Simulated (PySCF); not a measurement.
C5H5FNO2 (doublet state).
SMILES with atom numbers: `[CH3:1][O:2][C:3]1=[C:4]([F:5])[CH2:6][C:7](=[O:8])[N:9]1` (hydrogens: H10, H11, H12 on C1; H13, H14 on C6)

Structure used (GFN2-xTB), in Å, numbered top down from 1:
```
atom  x, y, z in Å
C1     2.4072    0.1906   -0.4821
O2     1.2170    0.4951   -1.1883
C3     0.0538    0.2574   -0.6111
C4    -0.2222   -0.2804    0.6647
F5     0.6589   -0.6712    1.5867
C6    -1.6762   -0.3562    0.8575
C7    -2.1548    0.2245   -0.5023
O8    -3.3057    0.3668   -0.8183
N9    -1.0626    0.5410   -1.2677
H10    3.2194    0.4706   -1.1493
H11    2.4743   -0.8759   -0.2533
H12    2.4810    0.7663    0.4438
H13   -2.0414    0.2443    1.6945
H14   -2.0492   -1.3732    1.0030
```

The hyperfine couplings belong to this conformer and change with its torsions.

Theory: UKS B3LYP, pcH-1 on C F H N O, non-relativistic, mean-field spin-orbit, GIAO in PySCF 2.14.0. One conformer (not necessarily the lowest) at the GFN2-xTB geometry, without solvent, vibrations or thermal averaging. A GFN2-xTB geometry isn't a minimum of the functional, and hyperfine couplings can be far from their values at a DFT geometry. No stability test was run, so a lower SCF solution isn't excluded.

The largest Mulliken spin populations are on C4 (+0.63), N9 (+0.32), O8 (+0.14) and C3 (-0.09). The angles at C4 add up to 360.0°, so it is planar.

(1) List the C–H protons on four-coordinate carbons next to a three-coordinate spin centre, with their couplings and θ (C–H bond against the normal to the plane of the centre's neighbours, projected along the bond that joins the two).

## Answers

(1) 
```json
{"β H": "H13", "on": "C6", "centre": "C4", "θ (°)": "29", "cos²θ": "0.77", "a (G)": "+19.70"}
{"β H": "H14", "on": "C6", "centre": "C4", "θ (°)": "28", "cos²θ": "0.78", "a (G)": "+19.94"}
```

Couplings in gauss use g_iso = 2.0046.

The SMILES draws the unpaired electron on N9; the largest computed Mulliken spin population is on C4 (0.63 against 0.32).
